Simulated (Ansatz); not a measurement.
Cost and result for the atomization energy of C2H8BNO (`CBOCN`) (13 atoms, 12 bonds).

```xyz
13

C    -0.610   -1.953    1.199
B    -0.148   -0.974    0.075
O     0.472    0.179    0.404
C     0.819    1.124   -0.592
N    -0.256    2.052   -0.786
H    -0.362   -1.606    2.204
H    -0.174   -2.946    1.048
H    -1.695   -2.098    1.138
H    -0.313   -1.224   -1.095
H     1.008    0.613   -1.541
H     1.753    1.581   -0.244
H    -0.253    2.795   -0.100
H    -0.241    2.457   -1.710
```

Total charge 0; spin multiplicity 1. The structure was optimised at the PBE0-D4/def2-TZVP level. It is one conformer, not always the lowest. Program: Ansatz. All runs use 4 threads of an Arm Neoverse V2 on a shared host. Times are those of one run each, without the atoms' runs, and a repeat can differ threefold. Electronic energies, without spin–orbit coupling; frozen cores. CCSD(T)/CBS adds CCSD(T) − MP2 in def2-TZVPP to the MP2 limit, and its time is that of the two runs behind it. T1 = 0.012. B3LYP takes the VWN-RPA correlation (the form of Gaussian; ORCA's B3LYP/G).

CCSD(T)/CBS is a level of theory with its own doubt, some kJ/mol a heavy atom from the limit and from the frozen cores, so smaller differences don't rank the functionals.

```csv
level,functions,wall time
PBE-D4/def2-TZVPP (with forces),267,2 s
PBE0-D4/def2-TZVPP,267,2 s
B3LYP-D4/def2-TZVPP (with forces),267,3.3 s
r2SCAN-D4/def2-TZVPP (with forces),267,3.8 s
B2PLYP/def2-TZVPP,267,4.3 s
ωB97X-V/def2-TZVPP,267,6 s
ωB97M-V/def2-TZVPP (with forces),267,8.5 s
MP2/def2-QZVPP,525,22 s
CCSD(T)/def2-TZVPP,267,2.9 min
CCSD(T)/CBS(def2),–,3.2 min
```

Task: What atomization energy does each give, and how far from CCSD(T)/CBS? (Best estimate.)

Result: The calculation gave: 
```
                             level  atomization (kcal/mol)  difference from CCSD(T)/CBS  per bond
   PBE-D4/def2-TZVPP (with forces)                  1222.5                         27.9       2.3
                PBE0-D4/def2-TZVPP                  1200.9                          6.3       0.5
 B3LYP-D4/def2-TZVPP (with forces)                  1201.2                          6.6       0.5
r2SCAN-D4/def2-TZVPP (with forces)                  1198.6                          4.0       0.3
                 B2PLYP/def2-TZVPP                  1187.9                         -6.7      -0.6
                ωB97X-V/def2-TZVPP                  1199.5                          4.9       0.4
  ωB97M-V/def2-TZVPP (with forces)                  1202.4                          7.8       0.6
                    MP2/def2-QZVPP                  1199.4                          4.8       0.4
                CCSD(T)/def2-TZVPP                  1165.3                        -29.3      -2.4
                 CCSD(T)/CBS(def2)                  1194.6                          0.0       0.0
```

In def2-TZVPP, CCSD(T) changes the Hartree–Fock value by +289.9 kcal/mol (the triples alone add +15.8 kcal/mol) and MP2 by +306.6 kcal/mol; breaking electron pairs costs correlation energy, which Hartree–Fock lacks. The D4 term adds +7.2 kcal/mol with B3LYP and +3.8 kcal/mol with PBE0; it sums over pairs of atoms, weighted by their polarisabilities, and B3LYP, whose exchange is more repulsive, gets the larger term. From PBE to PBE0 (25 % exact exchange), in def2-TZVPP and without D4, the atomization energy moves by −20.8 kcal/mol: exact exchange takes away binding that semilocal exchange gives to molecules.
